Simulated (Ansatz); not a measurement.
The inner images of a band of ClH + ClHOZn (6 atoms, charge 0, multiplicity 1) are given out of order.

Method: Ansatz, RHF/def2-SVP.

First end point:

```xyz
6
Properties=species:S:1:pos:R:3
Zn -0.015 -0.010 0.032
O -0.179 -0.060 1.838
H -0.959 -0.280 2.321
Cl -0.300 -0.084 -2.088
Cl 2.498 0.690 1.063
H 1.593 0.435 1.961
```

Last end point:

```xyz
6
Properties=species:S:1:pos:R:3
Zn 0.887 0.251 -0.120
O -0.003 -0.005 1.779
H -0.898 -0.262 1.952
Cl -0.722 -0.210 -1.503
Cl 2.913 0.818 0.419
H 0.461 0.100 2.599
```

Put them in order from the first end to the last, with their energies above the first end.
A.
```xyz
6
Properties=species:S:1:pos:R:3
Zn 0.698 0.189 -0.172
O -0.050 -0.029 1.801
H -0.799 -0.230 2.343
Cl -0.546 -0.155 -1.903
Cl 2.636 0.734 0.710
H 0.700 0.183 2.348
```
B.
```xyz
6
Properties=species:S:1:pos:R:3
Zn 0.311 0.083 -0.069
O -0.017 -0.016 1.823
H -0.726 -0.213 2.426
Cl -0.349 -0.092 -2.102
Cl 2.423 0.664 1.035
H 0.996 0.264 2.014
```
C.
```xyz
6
Properties=species:S:1:pos:R:3
Zn 0.145 0.035 -0.018
O -0.086 -0.034 1.817
H -0.810 -0.236 2.386
Cl -0.343 -0.095 -2.101
Cl 2.414 0.664 1.126
H 1.318 0.357 1.917
```
D.
```xyz
6
Properties=species:S:1:pos:R:3
Zn 0.545 0.145 -0.140
O -0.061 -0.030 1.812
H -0.723 -0.207 2.462
Cl -0.407 -0.114 -2.057
Cl 2.488 0.688 0.869
H 0.796 0.209 2.180
```
E.
```xyz
6
Properties=species:S:1:pos:R:3
Zn 0.800 0.217 -0.158
O -0.020 -0.018 1.782
H -0.862 -0.248 2.149
Cl -0.658 -0.191 -1.704
Cl 2.780 0.772 0.576
H 0.598 0.158 2.481
```

C (+3.6 kJ/mol), B (-59.9 kJ/mol), D (-137.7 kJ/mol), A (-156.1 kJ/mol), E (-161.2 kJ/mol).

Time of the run: 67 s on 1 thread of AMD EPYC 9R45 96-Core Processor (Zen 5), with other jobs on the host, peak memory 0.21 GiB.
